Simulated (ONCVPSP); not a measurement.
Ga (Z = 31): one change to an ONCV potential, before and after

ONCVPSP 4.0.1 input, shortened (lines: element, Z, core and valence counts, functional; n l f; lmax; l rc ep ncon nbas qcut; lloc lpopt rc5 dvloc0; l nproj debl; icmod fcfact rcfact), PBE, fully relativistic:

```
  Ga 31.00    5    2        4      upf
    1    0    2.00
    2    0    2.00
    2    1    6.00
    3    0    2.00
    3    1    6.00
    3    2   10.00
    4    0    2.00
    2
    0    2.00    0.00    3    7    2.80
    1    2.10    0.02    4    8    3.50
    2    1.25    0.00    4    9   14.60
    4    5    0.85    0.00
    0    2    2.20
    1    2    3.70
    2    2    3.10
    0    0.00    0.00
```

Open shells are filled in proportion to 2j + 1.

In the p channel the program set the typed energies aside and used 0.050, 3.750 Ha (j = l + 1/2; the other j can differ).

All-electron outer shells of the reference configuration (PBE, scalar-relativistic, ld1.x):

| shell | level (eV) | outermost node (bohr) | outermost maximum (bohr) |
| --- | --- | --- | --- |
| 3p | -107.14 | 0.24 | 0.56 |
| 3d | -27.42 | – | 0.53 |
| 4s | -16.33 | 0.80 | 1.85 |

Change: all radii scaled by about 1.08 (s 2.16, p 2.28, d 1.36 bohr); local potential polynomial inside 0.92 bohr (lpopt 5, dvloc0 0 Ha).

Cutoffs: the cutoffs (Ha) at which the residual kinetic energy of the hardest occupied pseudo-wave falls to 1 and 0.1 mHa per electron; they do not see the model core or the augmentation charge, which bear on the density cutoff. Errors are all-electron minus pseudo energies relative to the spin-unpolarised reference configuration.

Question: What does the change do?

Answer: The potential gets neither clearly harder nor softer (77 Ha and 86 Ha → 71 Ha and 80 Ha); both files keep a bound ghost (s); of the 4 tests that both files solve, the error grows in 2 and shrinks in 1 by more than 15 % and 0.3 meV (median size 5.4 → 7.1 meV).

| quantity | base | changed |
| --- | --- | --- |
| cutoff, loose | 77 Ha | 71 Ha |
| cutoff, tight | 86 Ha | 80 Ha |
| loose cutoff by channel | s 18 Ha, d 77 Ha | s 9.7 Ha, d 71 Ha |
| bound ghosts | s | s |
| GHOST(+) flags under 300 eV | p3/2 at 112.0 eV, p1/2 at 112.6 eV | p3/2 at 124.0 eV, p1/2 at 124.8 eV |
| error for 3d10 4s2 4p1, meV [ΔE -5.69 eV] | +5.7 | +6.8 |
| error for 3d10 4s1, meV [ΔE 21.13 eV] | +5.1 | -7.4 |
| error for 3d10 4s0, meV [ΔE 52.40 eV] | +33 | -34 |
| error for 3d10 4s1 4p2, meV [ΔE 0.85 eV] | +3.4 | +1.1 |

 A true bound ghost makes a file unfit for plane-wave use even where its test errors are small: the radial tests pick states by their node count and pass the ghost by.
